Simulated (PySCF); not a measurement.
Compound: C₃H₉AlO₃.
Bonds: C1–O2, O2–Al3, Al3–O4, O4–C5, Al3–O6, O6–C7. Hydrogens: H8, H9, H10 on C1; H11, H12, H13 on C5; H14, H15, H16 on C7.

Torsions of this conformer, `[CH3:1][O:2][Al:3]([O:4][CH3:5])[O:6][CH3:7]`: C1–O2–Al3–O4 -1°, O2–Al3–O4–C5 180°, O2–Al3–O6–C7 -1°.

The closed-shell ground state was solved at several levels (PySCF, density fitting, gas phase, non-relativistic). Geometry: PBE0-D3(BJ)/def2-SVP, one conformer, isolated molecule.

| level | basis functions | total energy (Eh) | HOMO (eV) | LUMO (eV) | gap (eV) | dipole (D) |
| --- | --- | --- | --- | --- | --- | --- |
| wB97X-D/pcSseg-1 | 171 | -587.7986 | -9.72 | 1.75 | 11.47 | 0.04 |
| B3LYP/def2-SVPD | 225 | -587.6811 | -7.71 | -0.73 | 6.98 | 0.04 |

Q: What might PBE0/pcSseg-1 (171 basis functions) give for the same quantities?

A: Total energy -587.4095 Eh, HOMO -7.81 eV, LUMO -0.07 eV, gap 7.74 eV, dipole 0.04 D.

Q: Over all these levels, which gives the widest orbital gap and which the narrowest?

A: wB97X-D/pcSseg-1 (range-separated hybrid) has the widest, 11.47 eV, and B3LYP/def2-SVPD (global hybrid, 20 % exact exchange) the narrowest, 6.98 eV. Functional and basis both differ between the two, so the spread mixes both effects.

Q: How far do the dipole and the HOMO energy spread over the levels?

A: The dipole runs from 0.04 to 0.04 D (mean 0.04 D) and the HOMO from -9.72 to -7.71 eV.

The pairwise dispersion term of wB97X-D wasn't added to the energies; at a given geometry it leaves orbitals and properties as they are.
